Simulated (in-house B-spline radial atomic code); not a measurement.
Configurations of Pd8+, with energies counted from [Kr] 4d2. Computed with a radial B-spline atomic code at the basis-set limit: scalar-relativistic (X2C) r2SCAN, spin-polarised, spherical fractional occupations, Fermi nucleus of rms radius 4.5318 fm. Shells without spins written out take the highest spin.

Occupations are held fixed; configurations that lie above the ionisation limit could autoionise.

```
                                                  configuration  E - E(ref) (eV)  highest orbital  its <r> (bohr)
                                          [Kr] 4d(1 up, 1 down)           1.7195            4d up           1.092
                         [Kr] 4d(1 up, 0 down) 5s(1 up, 0 down)           38.071            5s up           1.838
                                          [Ar] 3d10 4s2 4p5 4d3            52.17            4d up           1.085
                                      [Ar] 3d10 4s2 4p5 4d2 5d1           123.75            5d up           2.303
[Ar] 3d(4 up, 5 down) 4s2 4p6 4d(1 up, 1 down) 5p(0 up, 1 down)           410.36          5p down            1.97
                                       [Ar] 3d9 4s2 4p6 4d2 4f1           411.57            4f up           1.329
```

Question: Order these further configurations by energy, lowest first.
A. [Ar] 3d10 4s2 4p5 4d2 5f1
B. [Ar] 3d10 4s2 4p5 4d2 5s1
C. [Ar] 3d9 4s2 4p6 4d2 5d1
D. [Kr] 4d1 5d1
E. [Ar] 3d(4 up, 5 down) 4s2 4p6 4d(2 up, 0 down) 5s(0 up, 1 down)

Answer: D (69.594 eV), B (91.896 eV), A (142.75 eV), E (396.8 eV), C (426.86 eV).

Question: How far above the reference does [Ar] 3d9 4s2 4p6 4d2 5f1 lie?

Answer: 446.11 eV; its least bound orbital is 5f up with <r> = 2.779 bohr.

Question: How far above the reference does [Kr] 4d(1 up, 0 down) 4f(1 up, 0 down) lie?

Answer: 56.151 eV; its least bound orbital is 4f up with <r> = 1.4 bohr.
